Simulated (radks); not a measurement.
Species: B2+. Configuration: [He] 2s1.

Method: non-relativistic Kohn-Sham, exchange-only LDA, spin-unpolarised, spherical densities, point nucleus; without spin polarisation the odd electron is poorly described; computed with a radial shooting solver on a logarithmic mesh with Libxc functionals.

Energy parts (eV):
| part | energy |
|---|---|
| total | -623.225 |
| kinetic | 623.225 |
| electron-nucleus | -1376.608 |
| Hartree | 204.113 |
| exchange | -73.955 |

Orbitals (lengths in bohr, moments of r in powers of bohr; <r^-3> diverges for s and p1/2; r(max) is where P^2 peaks; r(90%) holds 90 % of the orbital's charge):
orbital  occ.  eigenvalue (eV)     <r>  r(max)  <r^-3>  r(90%)
1s          2        -206.8498  0.3312  0.2121       -   0.595
2s          1         -30.0648   1.660   1.382       -    2.57

The highest occupied level is 2s at -30.065 eV. The density falls to 0.001 e/bohr^3 at r = 2.90 bohr. For comparison, the ionisation energy in NIST's Atomic Spectra Database is 37.931 eV (measured). In exact Kohn-Sham theory the highest level is minus the ionisation energy, but local and semilocal functionals leave it too shallow, through self-interaction and a potential that decays too fast; potentials with the right tail come closer. Virial ratio -V/T = 2.00000. Summed over all electrons, <r^2> = 3.536 bohr^2, which gives a Langevin (diamagnetic) susceptibility term of -2.8 x 10^-6 cm^3/mol.
